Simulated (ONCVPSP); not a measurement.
## u(r) = r·R(r): atom against pseudo-atom (sulfur (S))

Columns: radius, all-electron u(r) and pseudo u(r) of the 3s shell (level -52.12 eV) of sulfur in the configuration [Ne] 3s2 3p1; LDA (Perdew-Wang 92), non-relativistic, ONCV scheme, ONCVPSP 4.0.1.

```
r (bohr)  all-electron  pseudo
   0.078        0.2013  0.0157
   0.155       -0.1073  0.0352
   0.232       -0.3612  0.0618
   0.310       -0.4604  0.0984
   0.388       -0.4245  0.1462
   0.465       -0.3028  0.2050
   0.542       -0.1359  0.2748
   0.620        0.0494  0.3544
   0.698        0.2309  0.4398
   0.775        0.3946  0.5259
   0.852        0.5365  0.6105
   0.930        0.6553  0.6911
   1.008        0.7487  0.7629
   1.085        0.8174  0.8215
   1.162        0.8644  0.8651
   1.240        0.8927  0.8927
   1.318        0.9040  0.9040
   1.395        0.9013  0.9013
   1.472        0.8871  0.8871
   1.550        0.8634  0.8634
   1.628        0.8325  0.8325
   1.705        0.7967  0.7967
   1.782        0.7571  0.7571
   1.860        0.7145  0.7145
   1.938        0.6705  0.6705
   2.015        0.6267  0.6267
```

Task: How many radial nodes do the two functions have?

Result: The all-electron 3s function has n − l − 1 = 2; the pseudo-wave has 0, since the states of the same l below it are removed with the core.

Task: At about which radius was the pseudo-wave matched?

Result: 1.30 bohr, where the columns begin to agree (steps of 0.08 bohr).

Task: Where does each function peak?

Result: Outermost all-electron maximum near 1.32 bohr, pseudo maximum near 1.32 bohr (to the table’s step).

Task: Is the pseudo-wave norm-conserving?

Result: Yes: the ONCV scheme keeps the norm inside the radius equal to the all-electron one, which fixes the energy derivative of the logarithmic derivative at the level.
